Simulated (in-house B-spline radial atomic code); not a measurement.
The numbers below are computed, except where a source is named.
Correlation energy from the adiabatic connection: −Z exp(−kr)/r, Z = 1.94, k = 0.0497

Two electrons in a singlet, external potential −Z exp(−kr)/r, Z = 1.94, k = 0.0497 (atomic units). Full CI in B-splines (partial waves to l = 8, correlation up to 0.6 % small) with the density held fixed gives W(λ) = <V_ee>_λ − U, and E_c is the integral of W(λ) − W(0) from 0 to 1.

| λ | W(λ) − W(0) (hartree) |
| --- | --- |
| 0 | 0.00000 |
| 0.02 | -0.00193 |
| 0.05 | -0.00478 |
| 0.12 | -0.01130 |
| 0.25 | -0.02285 |
| 0.4 | -0.03538 |
| 0.6 | -0.05086 |
| 0.8 | -0.06509 |
| 1 | -0.07822 |

Integrate the table by the trapezoid rule.

The strips give -0.00002, -0.00010, -0.00056, -0.00222, -0.00437, -0.00862, -0.01160, -0.01433, which sum to -0.04182 hartree. The direct value, W(1) − W(0) + T_c with T_c = 0.03632, is -0.04190; the curve is convex, so chords lie above it and the trapezoids fall short in size by 0.18 %.

Now use only three numbers: W(0) = -0.98569, the initial slope W'(0) = -0.09679 (extrapolated from the first points) and the strong-coupling limit of the point-charge-plus-continuum model, W∞ = -1.4071. What do second-order theory and the interpolation W(λ) = W∞ + (W(0) − W∞)/√(1 + 2χλ) of Seidl, Perdew and Levy give?

Second order keeps the slope alone: E_c = W'(0)/2 = -0.04840, +16 % in size against -0.04190. Matching the slope fixes χ = W'(0)/(W∞ − W(0)) = -0.09679/(-0.42141) = 0.22968. Integrating, with s = √(1 + 2χ) = 1.208041, E_c = −(W(0) − W∞)(s − 1)/(s + 1) = −0.42141 × 0.208041/2.208041 = -0.03971 hartree, -5.2 % in size against the full result. At λ = 1 the formula gives W − W(0) = -0.07257 against -0.07822. Part of the miss can come from the model's W∞.
